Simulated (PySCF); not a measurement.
C3H8OSi. Atoms are numbered in the order given.

```xyz
13

O      1.9097     0.8205    -0.2855
Si     0.5272     0.1552     0.4106
C     -1.1499     0.8603    -0.1126
C     -1.6450    -0.6231    -0.1424
C     -0.2931    -1.3815    -0.3480
H      2.7061     0.8075     0.2712
H      0.7252     0.0529     1.9063
H     -1.7222     1.5699     0.5153
H     -1.0826     1.2750    -1.1407
H     -2.0873    -0.8948     0.8393
H     -2.4169    -0.8372    -0.9118
H     -0.0427    -1.4549    -1.4276
H     -0.2104    -2.3899     0.1013
```

Geometry: PBE-D3(BJ)/def2-SVP. Other conformers were not sampled.

Level of theory: B3LYP/pcSseg-1 run with PySCF.

GIAO shieldings, no solvent; atoms listed in one row are averaged. δ = σ(ref) − σ: ¹⁷O against H2O (σ = 333.8 ppm); ²⁹Si against TMS (σ = 338.7 ppm); ¹³C against TMS (σ = 181.3 ppm); ¹H against TMS (σ = 31.68 ppm), references at their B3LYP-D3(BJ)/def2-TZVP geometries, non-relativistic.

| nucleus | atoms | count | δ (ppm) |
|---|---|---|---|
| ¹⁷O | O1 | 1 | 57.4 |
| ²⁹Si | Si2 | 1 | 4.8 |
| ¹³C | C5 | 1 | 28.7 |
| ¹³C | C3 | 1 | 27.1 |
| ¹³C | C4 | 1 | 19.4 |
| ¹H | H7 | 1 | 5.59 |
| ¹H | H11 | 1 | 2.57 |
| ¹H | H6 | 1 | 2.44 |
| ¹H | H9 | 1 | 1.98 |
| ¹H | H12 | 1 | 1.91 |
| ¹H | H8 | 1 | 1.84 |
| ¹H | H10 | 1 | 1.84 |
| ¹H | H13 | 1 | 1.78 |
